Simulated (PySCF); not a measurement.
## Working with the constants of RbCa

ROHF-CCSD(T) constants of RbCa, ²Σ⁺ (doublet), unpaired electrons σ ↑ (Rb def2-SVP with ECP28, Ca def2-SVP; scalar-relativistic core potentials (PySCF 2.14); masses 84.9118 and 39.9626 u):

```
ωe              : 43.9 cm⁻¹
ωexe            : 0.63 cm⁻¹
Be              : 0.029065 cm⁻¹
αe              : 0.000415 cm⁻¹
D (centrifugal) : 5.09e-08 cm⁻¹
De to Rb + Ca   : 0.120 eV
```

**Question.** Give the vibrational terms G(v) and spacings up to v = 3.

**Answer.** G(v) = ωe(v+½) − ωexe(v+½)².

| v | G(v) (cm⁻¹) | G(v) − G(v−1) | Bv (cm⁻¹) |
| --- | --- | --- | --- |
| 0 | 22 |  | 0.02886 |
| 1 | 64 | 43 | 0.02844 |
| 2 | 106 | 41 | 0.02803 |
| 3 | 146 | 40 | 0.02761 |

**Question.** How well does the Morse estimate ωe²/(4ωexe) reproduce De, and what is D0?

**Answer.** It gives 0.095 eV, 79 % of the computed De. D0 = De − G(0) = 0.120 − 0.003 = 0.117 eV.

Correlated steps freeze 5 core orbitals. The bond is weak. Basis-set superposition, not corrected here, can be much of De in a small basis, most of all at correlated wavefunction levels. Spin–orbit coupling is left out. The state is the lowest determinant that a PBE0 search found; another state may lie lower at other levels.
